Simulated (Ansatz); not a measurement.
`CN(C)B(Cl)Cl` + H₂Se → `ClB(Cl)[SeH]` + `CNC` at 298.15 K and 1 bar (ligand exchange at a B–N bond).

Program: Ansatz. Geometries: PBE0-D4/def2-TZVP. ΔE: electronic, gas phase. CCSD(T)/CBS adds triple-zeta CCSD(T) − MP2 to the extrapolated MP2 energy (def2 sets, frozen cores). For Se outer-core shells are correlated without core-valence functions, which leaves a few kJ/mol of doubt a bond. Scalar relativity is left out up to krypton. One conformer a species, not always the lowest.

| species | CCSD(T)/CBS energy (Eh) | H − E (kJ/mol) | S (J/(mol·K)) |
| --- | --- | --- | --- |
| `CN(C)B(Cl)Cl` | -1078.89455 | 259.7 | 355.6 |
| H₂Se | -2401.89790 | 45.8 | 219.1 |
| `ClB(Cl)[SeH]` | -3345.76079 | 55.6 | 324.0 |
| `CNC` | -135.00321 | 256.9 | 271.4 |

H − E and S are ideal-gas, rigid-rotor, harmonic terms from PBE0-D4/def2-TZVP, for one conformer and one mirror image of each species. 1 Eh = 2625.50 kJ/mol, R = 8.31446 J/(mol·K).

Q: By hand: ΔE, ΔH, ΔS and ΔG.

A: ΔE = (-3345.76079) + (-135.00321) − (-1078.89455) − (-2401.89790) = 0.02845 Eh = 74.7 kJ/mol. Δ(H − E) = 55.6 + 256.9 − 259.7 − 45.8 = 7.0, so ΔH = 81.7 kJ/mol. ΔS = 324.0 + 271.4 − 355.6 − 219.1 = 20.7 J/(mol·K). ΔG = 81.7 − 298.15 × (20.7)/1000 = 75.5 kJ/mol.

Q: By hand: the equilibrium constant, and the temperature at which ΔG would vanish if ΔH and ΔS stayed fixed.

A: log₁₀ K = −ΔG/(RT ln 10) = -13.2. ΔG = 0 at ΔH/ΔS = 3947 K, far beyond where these terms or the molecules hold.

ΔH outweighs TΔS. A doubt of 5 kJ/mol in ΔE shifts log₁₀ K by 0.9 here. Other conformers and mirror images would add mixing entropy, several J/(mol·K) or more a flexible species. These are equilibria of isolated gas molecules and say nothing of rates. Largest T1 diagnostic: 0.011 (customary marks: 0.02 for closed shells, 0.045 for open ones).
